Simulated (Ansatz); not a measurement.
Reaction (isomerisation): `COB(C)O` → `BCOCO`

Isolated molecules relaxed with PBE0-D4/def2-TZVP in Ansatz; ΔE leaves out vibrations. CCSD(T)/CBS is the MP2 limit (def2-TZVPP, def2-QZVPP) plus CCSD(T) − MP2 in def2-TZVPP, frozen cores. Functionals use def2-TZVPP. B3LYP here is the variant with VWN-RPA as its local correlation; programs differ in this. Each species was taken in one conformer, which may not be the lowest.

`COB(C)O`:

Z-matrix (Å, degrees):
```
C
O 1 1.408
H 1 1.090 2 107.9
H 1 1.094 2 111.3 3 -119.0
H 1 1.094 2 111.8 3 119.4
B 2 1.368 1 121.9 3 -171.4
O 6 1.364 2 116.5 1 -179.3
C 6 1.569 2 123.9 1 0.9
H 7 0.962 6 111.4 2 -0.0
H 8 1.090 6 111.5 2 -176.8
H 8 1.095 6 111.0 2 62.7
H 8 1.094 6 111.6 2 -55.5
```

`BCOCO`:

```xyz
12

B     1.638    0.272   -1.419
C     0.772    0.196   -0.144
O    -0.338   -0.674   -0.229
C    -1.163   -0.634    0.891
O    -1.841    0.579    1.034
H     2.632    0.937   -1.375
H     1.332   -0.284   -2.431
H     0.444    1.231    0.070
H     1.406   -0.065    0.724
H    -1.854   -1.475    0.775
H    -0.580   -0.752    1.813
H    -2.446    0.671    0.292
```

Task: Is it downhill or uphill in electronic energy at CCSD(T)/CBS, and by how much? (An estimate is asked.)

Result: The calculation gave: Uphill: ΔE = +415.9 kJ/mol.

Task: What do these levels give: r2SCAN-D4, PBE0-D4, ωB97M-V, PBE, PBE0, B3LYP, HF/def2-TZVPP, MP2/def2-TZVPP, CCSD/def2-TZVPP, MP2/def2-QZVPP, SCS-MP2/def2-QZVPP, MP2/CBS(def2)? (Best estimate.)

Result: The calculation gave: r2SCAN-D4 416.4, PBE0-D4 409.3, ωB97M-V 412.7, PBE 402.9, PBE0 408.5, B3LYP 409.9, HF/def2-TZVPP 407.7, MP2/def2-TZVPP 424.1, CCSD/def2-TZVPP 414.2, MP2/def2-QZVPP 425.3, SCS-MP2/def2-QZVPP 416.8, MP2/CBS(def2) 425.8 kJ/mol.

Largest T1 diagnostic among the species: 0.012.

In def2-TZVPP, CCSD(T) changes the Hartree–Fock value by +6.5 kJ/mol (the triples alone add −0.0 kJ/mol) and MP2 by +16.4 kJ/mol. From PBE to PBE0 (25 % exact exchange), in def2-TZVPP and without D4, ΔE moves by +5.6 kJ/mol.
